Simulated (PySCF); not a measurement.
Job file and geometry (Å, from GFN2-xTB) of an NMR shielding run on `C[SiH2]P[SiH2]OC`, C2H11OPSi2, GIAO PBE0/pcSseg-1 NMR shielding, non-relativistic, gas phase (PySCF); density fitting, a coarse starting grid and PySCF grid level 2 are the driver's defaults:

```
$ OMP_NUM_THREADS=1 python probes_run.py task.json out

{"job": {"kind": "nmr", "xc": "PBE0", "basis": "pcSseg-1"}, "charge": 0, "multiplicity": 1}
C      3.402978    -0.315202    -0.370554
O      2.489553     0.713941    -0.134263
Si     1.021405     0.612545     0.540825
P     -0.031425    -1.202627    -0.237519
Si    -2.119228    -0.827750     0.473961
C     -2.910500     0.725049    -0.290621
H      4.004127    -0.499163     0.523381
H      4.058376    -0.008137    -1.186954
H      2.886434    -1.239480    -0.645555
H      0.513262     1.921960     0.153630
H      1.083540     0.437810     1.997077
H     -0.220301    -0.715288    -1.515569
H     -2.889124    -2.019479     0.097261
H     -2.076125    -0.704526     1.935103
H     -2.338374     1.617686    -0.050400
H     -3.923113     0.868113     0.073923
H     -2.958482     0.646579    -1.373637
```

**Question.** What does the program print?

**Answer.** 
```
coarse grid: 14952 points
cycle   1  E = -1077.6828476624  dE =  3.414e-01  |g| = 6.990e-01  |ddm| = 3.557e+00
cycle   2  E = -1077.5428067223  dE =  1.400e-01  |g| = 1.104e+00  |ddm| = 1.557e+00
cycle   3  E = -1077.7752717327  dE = -2.325e-01  |g| = 1.061e-01  |ddm| = 1.106e+00
cycle   4  E = -1077.7773607298  dE = -2.089e-03  |g| = 3.943e-02  |ddm| = 1.247e-01
cycle   5  E = -1077.7777351226  dE = -3.744e-04  |g| = 6.534e-03  |ddm| = 3.903e-02
cycle   6  E = -1077.7777449084  dE = -9.786e-06  |g| = 2.448e-03  |ddm| = 9.747e-03
final grid: 128496 points
cycle   7  E = -1077.8219921630  dE = -1.784e-05  |g| = 1.134e-02  |ddm| = 2.681e-02
cycle   8  E = -1077.8219720305  dE =  2.013e-05  |g| = 1.514e-02  |ddm| = 2.067e-02
cycle   9  E = -1077.8220194959  dE = -4.747e-05  |g| = 1.389e-03  |ddm| = 1.196e-02
cycle  10  E = -1077.8220198888  dE = -3.929e-07  |g| = 1.719e-04  |ddm| = 1.357e-03
cycle  11  E = -1077.8220198951  dE = -6.308e-09  |g| = 5.958e-05  |ddm| = 2.231e-04
cycle  12  E = -1077.8220198960  dE = -8.233e-10  |g| = 1.562e-05  |ddm| = 5.547e-05
converged SCF energy = -1077.8220198960

GIAO shielding tensors (ppm)
atom      isotropic    diamagn.    paramagn.     s11        s22        s33       span
  0 C      134.041     243.819    -109.778    107.097    112.194    182.832     75.734
  1 O      336.778     397.522     -60.744    262.483    362.259    385.593    123.110
  2 Si     360.572     881.526    -520.953    283.422    353.816    444.478    161.056
  3 P      624.234     972.234    -348.001    556.095    605.195    711.410    155.315
  4 Si     405.004     881.068    -476.064    350.918    409.973    454.121    103.202
  5 C      188.554     254.052     -65.498    182.776    186.382    196.505     13.730
  6 H       28.115      27.665       0.450     24.119     25.403     34.824     10.705
  7 H       27.890      27.537       0.353     23.598     25.521     34.550     10.951
  8 H       27.713      30.017      -2.304     22.244     28.436     32.460     10.216
  9 H       26.204      31.875      -5.672     21.136     26.736     30.738      9.602
 10 H       26.343      31.171      -4.828     21.940     25.884     31.205      9.265
 11 H       31.261      34.482      -3.221     25.447     28.780     39.555     14.107
 12 H       27.244      29.417      -2.173     22.666     25.778     33.288     10.622
 13 H       27.481      30.162      -2.681     23.957     25.755     32.733      8.776
 14 H       31.457      32.817      -1.360     26.410     30.434     37.527     11.116
 15 H       31.408      27.757       3.652     26.386     27.870     39.970     13.584
 16 H       31.581      31.105       0.476     27.228     29.438     38.078     10.849
```

Size and cost of the density-fitted run: 178 basis functions, 23 s wall time on 1 thread of an Arm Neoverse V1, shared host; peak memory 0.86 GiB.
